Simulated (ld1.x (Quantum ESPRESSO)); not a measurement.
**Before and after: TM potential for O (Z = 8)**

```json
{
  "Element": "oxygen (O)",
  "Generator": "ld1.x (Quantum ESPRESSO) 7.5",
  "Type": "norm-conserving Troullier–Martins (Kleinman–Bylander form)",
  "Functional": "Wu–Cohen",
  "Relativity": "non-relativistic",
  "Frozen core": "[He]",
  "Valence charge": "6",
  "Reference configuration": "2s1 2p5",
  "Partial waves": "2p (bound): rc 2.05 bohr; 2s (bound): rc 0.90 bohr",
  "Local potential": "the s channel",
  "Core correction": "a·sin(br)/r model core, default radius (core density twice the valence density)"
}
```

All-electron outer shells of the reference configuration (Wu–Cohen, non-relativistic, ld1.x):

| shell | level (eV) | outermost node (bohr) | outermost maximum (bohr) |
| --- | --- | --- | --- |
| 2s | -24.23 | 0.28 | 0.87 |
| 2p | -9.42 | – | 0.82 |

Change: all radii but the core radius scaled by about 0.79 (s 0.72, p 1.62 bohr).

Cutoffs: the cutoffs (Ry, on a coarse ladder) from which the occupation-weighted sum of valence levels, in a spherical-Bessel basis at the reference potential, stays within 10 and 1 mRy of its value at 400 Ry; they do not see the model core or the augmentation charge, which bear on the density cutoff. Errors are all-electron minus pseudo energies relative to the spin-unpolarised reference configuration.

**Question.** How do hardness, ghosts and transferability respond?

**Answer.** The potential gets harder (60 Ry and 160 Ry → 70 Ry and 180 Ry); of the 7 tests that both files solve, the error grows in 0 and shrinks in 7 by more than 15 % and 0.3 meV (median size 252.9 → 105.0 meV); neither file shows a bound ghost. A smaller radius makes the pseudo-wave follow the all-electron one further in, where it bends more sharply, so more plane waves are needed. Less of the atom is replaced, so other configurations are described better.

| quantity | base | changed |
| --- | --- | --- |
| cutoff, loose | 60 Ry | 70 Ry |
| cutoff, tight | 160 Ry | 180 Ry |
| loose cutoff by channel (10 mRy a level) | p 35 Ry, s 60 Ry | p 45 Ry, s 70 Ry |
| bound ghosts | none | none |
| error for 2s2 2p4, meV [ΔE -14.79 eV] | -16 | +7.6 |
| error for 2s2 2p3, meV [ΔE 1.63 eV] | +253 | +105 |
| error for 2s2 2p2, meV [ΔE 35.21 eV] | +1150 | +443 |
| error for 2s2 2p4.3, meV [ΔE -16.90 eV] | -45 | -3.2 |
| error for 2s2 2p0, meV [ΔE 165.86 eV] | +8138 | +3485 |
| error for 2s1 2p4, meV [ΔE 16.69 eV] | +45 | +8.6 |
| error for 2s2 2p1, meV [ΔE 89.05 eV] | +3429 | +1378 |
